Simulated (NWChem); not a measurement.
All runs are NWChem calculations. System: C₃H₅ClSi, charge 0, spin multiplicity 1, displaced from the optimised geometry. The structure started from a generated list of species. Level: BP86/def2-SVP.

Output (cleaned and shortened):

```
             Northwest Computational Chemistry Package (NWChem) 7.3.0
             --------------------------------------------------------

                                NWChem Input Module
                                -------------------

 Scaling coordinates for geometry "geometry" by  1.889725989
 (inverse scale =  0.529177249)

 Turning off AUTOSYM since
 SYMMETRY directive was detected!

                             Geometry "geometry" -> ""
                             -------------------------

 Output coordinates in angstroms (scale by  1.889725989 to convert to a.u.)

  No.       Tag          Charge          X              Y              Z
 ---- ---------------- ---------- -------------- -------------- --------------
    1 Cl                  17.0000    -2.16651300    -0.12422600     0.00000000
    2 C                    6.0000    -0.38095200    -0.08395700     0.00000000
    3 C                    6.0000     0.48003500    -1.17239600     0.00000000
    4 Si                  14.0000     1.95838200     0.03786500     0.00000000
    5 C                    6.0000     0.40690100     1.24462000     0.00000000
    6 H                    1.0000     0.21079800    -2.25909000     0.00000000
    7 H                    1.0000     2.84815800     0.07526300     1.25052600
    8 H                    1.0000     2.84815800     0.07526300    -1.25052600
    9 H                    1.0000     0.23518300     1.88034200     0.92051100
   10 H                    1.0000     0.23518300     1.88034200    -0.92051100

 Effective nuclear repulsion energy (a.u.)     249.8639448198

            Nuclear Dipole moment (a.u.)
            ----------------------------
        X                 Y               Z
 ---------------- ---------------- ----------------
     0.0000207870    -0.0000188973     0.0000000000

      Symmetry information
      --------------------

 Group name             Cs
 Group number              2
 Group order               2
 No. of unique centers     8

      Symmetry unique atoms

     1    2    3    4    5    6    7    9


 Summary of "ao basis" -> "" (spherical)
 ------------------------------------------------------------------------------
       Tag                 Description            Shells   Functions and Types
 ---------------- ------------------------------  ------  ---------------------
 *                          def2-svp                  on all atoms

  perdew86 is a nonlocal functional; adding perdew81 local functional.

                                 NWChem DFT Module
                                 -----------------

 Summary of "ao basis" -> "ao basis" (spherical)
 ------------------------------------------------------------------------------
       Tag                 Description            Shells   Functions and Types
 ---------------- ------------------------------  ------  ---------------------
 Cl                         def2-svp                 8       18   4s3p1d
 C                          def2-svp                 6       14   3s2p1d
 Si                         def2-svp                 8       18   4s3p1d
 H                          def2-svp                 3        5   2s1p

 Summary of "ao basis" -> "ao basis" (spherical)
 ------------------------------------------------------------------------------
       Tag                 Description            Shells   Functions and Types
 ---------------- ------------------------------  ------  ---------------------
 Cl                         def2-svp                 8       18   4s3p1d
 C                          def2-svp                 6       14   3s2p1d
 Si                         def2-svp                 8       18   4s3p1d
 H                          def2-svp                 3        5   2s1p

      Symmetry analysis of basis
      --------------------------

        a'         70
        a"         33

            General Information
            -------------------
          SCF calculation type: DFT
          Wavefunction type:  closed shell.
          No. of atoms     :    10
          No. of electrons :    54
           Alpha electrons :    27
            Beta electrons :    27
          Charge           :     0
          Spin multiplicity:     1
[...]
    24     -0.293131   2 C  pz               10      0.276005   1 Cl pz
    41     -0.268432   3 C  pz               27     -0.174972   2 C  pz
     7      0.159767   1 Cl pz               85      0.105042   7 H  s
    90     -0.105042   8 H  s                84      0.093900   7 H  s

 Vector   28  Occ=0.000000D+00  E=-5.783553D-02  Symmetry=a"
              MO Center=  6.1D-02, -4.5D-01, -5.1D-16, r^2= 2.8D+00
   Bfn.  Coefficient  Atom+Function         Bfn.  Coefficient  Atom+Function
  ----- ------------  ---------------      ----- ------------  ---------------
    27      0.551937   2 C  pz               24      0.497067   2 C  pz
    41     -0.493634   3 C  pz               38     -0.387381   3 C  pz
    13     -0.236421   1 Cl pz               59     -0.230907   4 Si pz
    85      0.193941   7 H  s                90     -0.193941   8 H  s
    95     -0.157304   9 H  s               100      0.157304  10 H  s

 Vector   29  Occ=0.000000D+00  E=-1.929829D-02  Symmetry=a'
              MO Center=  2.0D+00,  2.5D-02,  3.3D-15, r^2= 3.8D+00
   Bfn.  Coefficient  Atom+Function         Bfn.  Coefficient  Atom+Function
  ----- ------------  ---------------      ----- ------------  ---------------
    58      1.087171   4 Si py               67     -0.977468   5 C  s
    35      0.759697   3 C  s                71     -0.277653   5 C  px
    26      0.257857   2 C  py               55      0.257547   4 Si py
    39      0.210041   3 C  px               68     -0.184406   5 C  px
    95      0.182974   9 H  s               100      0.182974  10 H  s

 Vector   30  Occ=0.000000D+00  E=-6.831815D-03  Symmetry=a'
              MO Center= -4.2D-01, -6.2D-02, -3.8D-15, r^2= 5.2D+00
   Bfn.  Coefficient  Atom+Function         Bfn.  Coefficient  Atom+Function
  ----- ------------  ---------------      ----- ------------  ---------------
    11      0.750621   1 Cl px               21     -0.725609   2 C  s
    50     -0.664255   4 Si s                25      0.548057   2 C  px
     4      0.512495   1 Cl s                85      0.447345   7 H  s
    90      0.447345   8 H  s                22      0.412766   2 C  px
    20     -0.359225   2 C  s                80      0.289215   6 H  s

 center of mass
 --------------
 x =  -0.15395798 y =  -0.03199265 z =   0.00000000

 moments of inertia (a.u.)
 ------------------
         188.763688572751         -42.473036694439           0.000000000000
         -42.473036694439        1066.339207250403           0.000000000000
           0.000000000000           0.000000000000        1220.391821148413

     Multipole analysis of the density
     ---------------------------------

     L   x y z        total         alpha         beta         nuclear
     -   - - -        -----         -----         ----         -------
     0   0 0 0     -0.000000    -27.000000    -27.000000     54.000000

     1   1 0 0      0.430469      0.215224      0.215224      0.000021
     1   0 1 0      0.134347      0.067183      0.067183     -0.000019
     1   0 0 1      0.000000      0.000000      0.000000      0.000000

     2   2 0 0    -34.338111   -290.558492   -290.558492    546.778874
     2   1 1 0     -0.022089    -11.267446    -11.267446     22.512803
     2   1 0 1     -0.000000     -0.000000     -0.000000      0.000000
     2   0 2 0    -31.245033    -69.282128    -69.282128    107.319223
     2   0 1 1      0.000000      0.000000      0.000000      0.000000
     2   0 0 2    -33.938546    -25.579665    -25.579665     17.220785

            General Information
            -------------------
          SCF calculation type: DFT
          Wavefunction type:  closed shell.
          No. of atoms     :    10
          No. of electrons :    54
           Alpha electrons :    27
            Beta electrons :    27
          Charge           :     0
          Spin multiplicity:     1
          Use of symmetry is: on ; symmetry adaption is: on
          Maximum number of iterations: 100
          AO basis - number of functions:   103
                     number of shells:    49
          Convergence on energy requested:  1.00D-06
          Convergence on density requested:  1.00D-05
          Convergence on gradient requested:  5.00D-04

              XC Information
              --------------
                    Becke 1988 Exchange Functional  1.000
                Perdew 1981 Correlation Functional  1.000 local
                Perdew 1986 Correlation Functional  1.000 non-local

             Grid Information
             ----------------
          Grid used for XC integration:  coarse
          Radial quadrature: Mura-Knowles
          Angular quadrature: Lebedev.
          Tag              B.-S. Rad. Rad. Pts. Rad. Cut. Ang. Pts.
          ---              ---------- --------- --------- ---------
          Cl                  1.00       70          12.0       302
          C                   0.70       35          10.0       302
          Si                  1.10       70          10.0       302
          H                   0.35       35          11.0       302
          Grid pruning is: on
          Number of quadrature shells:   350
          Spatial weights used:  Erf1

          Convergence Information
          -----------------------
          Convergence aids based upon iterative change in
          total energy or number of iterations.
          Levelshifting, if invoked, occurs when the
          HOMO/LUMO gap drops below (HL_TOL):  1.00D-02
          DIIS, if invoked, will attempt to extrapolate
          using up to (NFOCK): 10 stored Fock matrices.

                    Damping( 0%)  Levelshifting(0.5)       DIIS
                  --------------- ------------------- ---------------
          dE  on:    start            ASAP                start
          dE off:    2 iters        100 iters           100 iters

      Screening Tolerance Information
      -------------------------------
          Density screening/tol_rho:  1.00D-10
          AO Gaussian exp screening on grid/accAOfunc:  14
          CD Gaussian exp screening on grid/accCDfunc:  20
          XC Gaussian exp screening on grid/accXCfunc:  20
          Schwarz screening/accCoul:  1.00D-08

                            NWChem DFT Gradient Module
                            --------------------------

  charge          =   0.00
  wavefunction    = closed shell

  Using symmetry

                         DFT ENERGY GRADIENTS

    atom               coordinates                        gradient
                 x          y          z           x          y          z
   1 Cl     -4.094116  -0.234753   0.000000   -0.011865  -0.000082   0.000000
   2 C      -0.719895  -0.158656   0.000000   -0.012340   0.008379   0.000000
   3 C       0.907135  -2.215507   0.000000    0.010882  -0.015793   0.000000
   4 Si      3.700805   0.071554   0.000000    0.006022   0.000665   0.000000
   5 C       0.768931   2.351991   0.000000    0.003190   0.004275   0.000000
   6 H       0.398350  -4.269061   0.000000   -0.003139  -0.012854   0.000000
   7 H       5.382238   0.142226   2.363151    0.005454   0.000308   0.007597
   8 H       5.382238   0.142226  -2.363151    0.005454   0.000308  -0.007597
   9 H       0.444431   3.553331   1.739514   -0.001829   0.007397   0.010063
  10 H       0.444431   3.553331  -1.739514   -0.001829   0.007397  -0.010063

                 ----------------------------------------
                 |  Time  |  1-e(secs)   |  2-e(secs)   |
                 ----------------------------------------
                 |  CPU   |       0.02   |       4.98   |
                 ----------------------------------------
                 |  WALL  |       0.02   |       4.98   |
                 ----------------------------------------

 Task  times  cpu:       11.0s     wall:       11.0s

 Total times  cpu:       11.0s     wall:       11.0s
```

**Question.** Write an NWChem input that would produce this output.

**Answer.** Several could match; the one computed here: 
```
start mol
memory heap 200 mb stack 800 mb global 1000 mb
geometry units angstroms nocenter noautoz
  Cl    -2.166513    -0.124226     0.000000
  C     -0.380952    -0.083957     0.000000
  C      0.480035    -1.172396     0.000000
  Si     1.958382     0.037865     0.000000
  C      0.406901     1.244620     0.000000
  H      0.210798    -2.259090     0.000000
  H      2.848158     0.075263     1.250526
  H      2.848158     0.075263    -1.250526
  H      0.235183     1.880342     0.920511
  H      0.235183     1.880342    -0.920511
  symmetry group Cs
end
basis spherical
  * library def2-svp
end
dft
  xc becke88 perdew86
  semidirect memsize 60000000 filesize 0
  iterations 100
  grid coarse
end
task dft gradient
```
